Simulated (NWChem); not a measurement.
# Correlation energy of C₂HCl₂

```
C
C 1 1.3199
H 1 1.0965 2 123.04
Cl 2 1.6647 1 134.28 3 0.00
Cl 1 1.7253 3 114.55 2 180.00
```
Charge 0, spin multiplicity 2.

Everything below was run with NWChem. The geometry was optimised at UPBE0/def2-SVP, a minimum by its harmonic frequencies.

Basis set: def2-SVP. Each correlation energy counts from its own Hartree-Fock reference.

```json
[
 {"method": "CCSD(T) on UHF", "correlation energy (mHa)": "-553.3", "remark": "spin-contaminated"},
 {"method": "CCSD[T] on UHF", "correlation energy (mHa)": "-554.5", "remark": "spin-contaminated"},
 {"method": "CCSD on UHF", "correlation energy (mHa)": "-535.8", "remark": "spin-contaminated"},
 {"method": "CCSD[T] on ROHF", "correlation energy (mHa)": "-565.4", "remark": "-"},
 {"method": "UMP2", "correlation energy (mHa)": "-485.5", "remark": "spin-contaminated"},
 {"method": "CCSD on ROHF", "correlation energy (mHa)": "-546.2", "remark": "-"},
 {"method": "SCS-UMP2", "correlation energy (mHa)": "-469.0", "remark": "spin-contaminated"},
 {"method": "CCSD(T) on ROHF", "correlation energy (mHa)": "-564.4", "remark": "-"}
]
```

The values span 96.4 mHa, from CCSD[T] on ROHF (lowest) to SCS-UMP2 (highest). 

The correlated methods keep 12 core orbitals frozen. The structure started from a generated list of species. The unpaired electrons of the parent sit in orbitals of symmetry a' (Cs labels of the run); other states weren't searched. No SCF solution was tested for a lower state. Open-shell Hartree-Fock references start from PBE0 orbitals. Coupled-cluster values serve here as a point of comparison, not as the truth.
